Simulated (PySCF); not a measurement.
Molecule: sum formula SiN3H6, net charge -1, singlet state. It need not be the lowest isomer of its formula. Whether it binds its extra electron was not tested at this geometry. 
Geometry from a B3LYP-D3(BJ)/def2-TZVP (Ansatz) optimisation:
SMILES: N[Si-](N)N
```xyz
10

N      0.5546     1.0336    -1.0387
Si    -0.1451     0.3044     0.5161
N      1.0733    -1.0428     0.6872
N     -1.5180    -0.4633    -0.3932
H      1.3544     1.6254    -0.8341
H     -0.1351     1.6344    -1.4824
H      1.7455    -0.8850     1.4283
H      1.5840    -1.2350    -0.1755
H     -2.0958    -1.0382     0.2102
H     -1.1909    -1.0546    -1.1587
```
Charge -1, spin multiplicity 1.

Dispersion corrections to the total energy (kcal/mol) from the dftd3 and dftd4 libraries through PySCF: D3(BJ) without and D4 with the three-body term, each with the damping fitted for the functional named.

| functional | D3(BJ) | D4 |
|---|---|---|
| HSE06 | -3.06 | -4.05 |
| revPBE | -11.99 | ? |
| BP86 | -7.54 | -6.90 |
| HF | -39.06 | -19.34 |
| PW6B95 | -2.37 | -4.68 |
| CAM-B3LYP | ? | -4.39 |
| BLYP | ? | -11.73 |

Task: Some entries are withheld; supply them.

Result: 
- revPBE, D4: -16.90
- CAM-B3LYP, D3(BJ): -3.67
- BLYP, D3(BJ): -10.16
